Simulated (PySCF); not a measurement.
Members of the series GeXY, Y = H; each row names its spin state. Isolated molecules, 0 K electronic values unless said otherwise. One relaxed conformer stands for each flexible species; it need not be the lowest. Strings in code marks are SMILES.

Quantity: adiabatic spin-state energy, in kcal/mol.

Case: `[SH][GeH]`: multiplicity 3 minus multiplicity 1. The other species in the difference include `[SH][GeH]` (H–S–Ge–H torsion 180°) (neutral, multiplicity 1). Geometry of `[GeH][SH]` (neutral, multiplicity 3, Å):

```xyz
4

S     -1.1125     0.3225     0.6325
Ge     0.8819     0.5466    -0.2836
H     -1.7077    -0.3161    -0.3925
H      1.9383    -0.5529     0.0435
```

Q: Estimate the adiabatic spin-state energy that B3LYP/6-31G* // PBE0-D3(BJ)/def2-TZVP (PySCF) returns for this input.

A: 41.7 kcal/mol.
